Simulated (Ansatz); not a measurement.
Calculated with Ansatz (gas phase, PBE0-D4/def2-TZVP geometries, no zero-point term in ΔE). CCSD(T)/CBS adds triple-zeta CCSD(T) − MP2 to the extrapolated MP2 energy (def2 sets, frozen cores). Functionals use def2-TZVPP. One conformer a species, not always the lowest.

`OCC(F)[SiH3]` → `CO[SiH](C)F`  (isomerisation)

| level | ΔE (kJ/mol) |
| --- | --- |
| PBE | -358.5 |
| HF/CBS(def2) | -405.0 |

Task: What does CCSD(T)/CBS give? (Estimate.)

Result: Ansatz gave: -388.0 kJ/mol. The listed levels differ from it by 29.5, -17.0 kJ/mol.

Largest T1 diagnostic among the species: 0.012.

From PBE to PBE0 (25 % exact exchange), in def2-TZVPP and without D4, ΔE moves by −11.9 kJ/mol.
